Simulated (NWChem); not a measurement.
Total energies of HClSi

```xyz
3

Si    -0.7507    -0.8137     0.0000
H      0.3276    -1.9106     0.0000
Cl     0.5989     0.7825     0.0000
```
Charge 0, spin multiplicity 1.

Everything below was run with NWChem. Structure: optimised with PBE0/def2-SVP, a minimum by its harmonic frequencies.

Basis set: cc-pVDZ (41 functions).

```json
[
 {"method": "RHF", "total energy (Ha)": "-749.01117"},
 {"method": "MP2", "total energy (Ha)": "-749.22617"},
 {"method": "B2PLYP", "total energy (Ha)": "-750.00973"},
 {"method": "PBE", "total energy (Ha)": "-749.94262"},
 {"method": "B3LYP", "total energy (Ha)": "-750.31838"},
 {"method": "CAM-B3LYP", "total energy (Ha)": "-750.29775"},
 {"method": "CCSD(T)", "total energy (Ha)": "-749.26378"}
]
```

Total energies of different functionals aren't comparable as a measure of quality: only differences taken within one method are. 

The correlated methods keep 10 core orbitals frozen. B3LYP has NWChem's definition, with VWN1-RPA local correlation. The structure started from a generated list of species. No row is a measurement; the coupled-cluster row has its own basis-set and correlation limits.
